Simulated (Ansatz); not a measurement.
`[CH3][Nb]([CH3])(=[O])[OH]` + H–F → `[CH3][Nb](=[O])([OH])[F]` + CH₄ at 298.15 K and 1 bar (ligand exchange at the Nb–C bond).

Calculated with Ansatz (gas phase, PBE0-D4/def2-TZVP geometries, no zero-point term in ΔE). CBS: MP2 limit from def2 TZ/QZ plus the TZ coupled-cluster correction, frozen cores. This one scheme is used for every species. def2 core potentials past Kr. For Nb outer-core shells are correlated without core-valence functions, which leaves a few kJ/mol of doubt a bond. Each species was taken in one conformer, which may not be the lowest.

| species | CCSD(T)/CBS energy (Eh) | H − E (kJ/mol) | S (J/(mol·K)) |
| --- | --- | --- | --- |
| `[CH3][Nb]([CH3])(=[O])[OH]` | -287.68125 | 249.6 | 402.5 |
| H–F | -100.39570 | 33.5 | 173.6 |
| `[CH3][Nb](=[O])([OH])[F]` | -347.69388 | 163.2 | 359.9 |
| CH₄ | -40.46206 | 127.4 | 186.2 |

H − E and S are ideal-gas, rigid-rotor, harmonic terms from PBE0-D4/def2-TZVP, for one conformer and one mirror image of each species. 1 Eh = 2625.50 kJ/mol, R = 8.31446 J/(mol·K).

Task: By hand: ΔE, ΔH, ΔS and ΔG.

Result: ΔE = (-347.69388) + (-40.46206) − (-287.68125) − (-100.39570) = -0.07899 Eh = -207.4 kJ/mol. Δ(H − E) = 163.2 + 127.4 − 249.6 − 33.5 = 7.5, so ΔH = -199.9 kJ/mol. ΔS = 359.9 + 186.2 − 402.5 − 173.6 = -30.0 J/(mol·K). ΔG = -199.9 − 298.15 × (-30.0)/1000 = -191.0 kJ/mol.

Task: By hand: the equilibrium constant, and the temperature at which ΔG would vanish if ΔH and ΔS stayed fixed.

Result: log₁₀ K = −ΔG/(RT ln 10) = 33.5. ΔG = 0 at ΔH/ΔS = 6663 K, far beyond where these terms or the molecules hold.

ΔH outweighs TΔS. A doubt of 5 kJ/mol in ΔE shifts log₁₀ K by 0.9 here. Other conformers and mirror images would add mixing entropy, several J/(mol·K) or more a flexible species. Modes under 60 cm⁻¹, often nearly free rotors, make the harmonic entropy too high. These are equilibria of isolated gas molecules and say nothing of rates. Largest T1 diagnostic: 0.022 (customary marks: 0.02 for closed shells, 0.045 for open ones).
